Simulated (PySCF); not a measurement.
# How methods differ on the excitation energy of O⁺

O⁺ [He] 2s2 2p3 (4S) → O⁺ [He] 2s1 2p3 3d1 (6D), as a difference of total energies. Calculation: PySCF 2.14, in dyall-av3z (15s9p3d2f, 71 functions); the spin-free X2C one-electron Hamiltonian (Gaussian nucleus). Correlated levels: valence: 1s2 frozen; virtual orbitals above 40 to 60 times the deepest correlated orbital energy dropped. The calculations carry no spin-orbit coupling.

```csv
method,excitation energy (cm⁻¹)
UHF,303410
MP2 (valence),318160
SCS-MP2 (valence),322100
CCSD (valence),320090
CCSD(T) (valence),320430
```

The upper state lies above the first ionisation limit, but in LS coupling its spin forbids autoionisation to the ground ion. A Rydberg-like electron needs more diffuse functions than a valence basis has.

The promoted electron is Rydberg-like, and one or two diffuse shells describe it only roughly, which tends to raise the upper state.
